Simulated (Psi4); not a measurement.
Level of theory: SAPT0/jun-cc-pVDZ, frozen core (Psi4 1.11).

Psi4 input:

```
molecule {
0 1
F 0.46223909 -0.00000000 0.00000000
H -0.46223909 0.00000000 -0.00000000
--
0 1
C -2.72943338 0.09141762 -0.04729286
C -2.69974060 -1.30604284 0.56562144
H -3.75405715 0.43514575 -0.20234773
H -2.22528636 0.11096959 -1.01553865
H -2.23211212 0.81842038 0.59783094
H -3.20384675 -1.32558425 1.53388897
H -1.67511694 -1.64979089 0.72063243
H -3.19710392 -2.03303625 -0.07948019
units angstrom
symmetry c1
no_reorient
no_com
}
set basis jun-cc-pvdz
set scf_type df
set freeze_core true
energy('sapt0')
```

Part of the output:

```
    SAPT Results
  --------------------------------------------------------------------------------------------------------
    Electrostatics                 -1.77507907 [mEh]      -1.11387894 [kcal/mol]      -4.66046946 [kJ/mol]
      Elst10,r                     -1.77507907 [mEh]      -1.11387894 [kcal/mol]      -4.66046946 [kJ/mol]

    Exchange                        5.67214370 [mEh]       3.55932391 [kcal/mol]      14.89221124 [kJ/mol]
      Exch10                        5.67214370 [mEh]       3.55932391 [kcal/mol]      14.89221124 [kJ/mol]
      Exch10(S^2)                   5.65468680 [mEh]       3.54836954 [kcal/mol]      14.84637814 [kJ/mol]

    Induction                      -2.44038451 [mEh]      -1.53136440 [kcal/mol]      -6.40722864 [kJ/mol]
      Ind20,r                      -2.93964182 [mEh]      -1.84465309 [kcal/mol]      -7.71802854 [kJ/mol]
      Exch-Ind20,r                  1.13500396 [mEh]       0.71222574 [kcal/mol]       2.97995248 [kJ/mol]
      delta HF,r (2)               -0.63574664 [mEh]      -0.39893704 [kcal/mol]      -1.66915258 [kJ/mol]

    Dispersion                     -2.16109888 [mEh]      -1.35611002 [kcal/mol]      -5.67396434 [kJ/mol]
      Disp20                       -2.41322778 [mEh]      -1.51432330 [kcal/mol]      -6.33592868 [kJ/mol]
      Exch-Disp20                   0.25212890 [mEh]       0.15821327 [kcal/mol]       0.66196434 [kJ/mol]
      Disp20 (SS)                  -1.20661389 [mEh]      -0.75716165 [kcal/mol]      -3.16796434 [kJ/mol]
      Disp20 (OS)                  -1.20661389 [mEh]      -0.75716165 [kcal/mol]      -3.16796434 [kJ/mol]
      Exch-Disp20 (SS)              0.14582021 [mEh]       0.09150357 [kcal/mol]       0.38285092 [kJ/mol]
      Exch-Disp20 (OS)              0.10630869 [mEh]       0.06670971 [kcal/mol]       0.27911342 [kJ/mol]

  Total HF                          1.45668012 [mEh]       0.91408058 [kcal/mol]       3.82451314 [kJ/mol]
  Total SAPT0                      -0.70441876 [mEh]      -0.44202945 [kcal/mol]      -1.84945120 [kJ/mol]
```
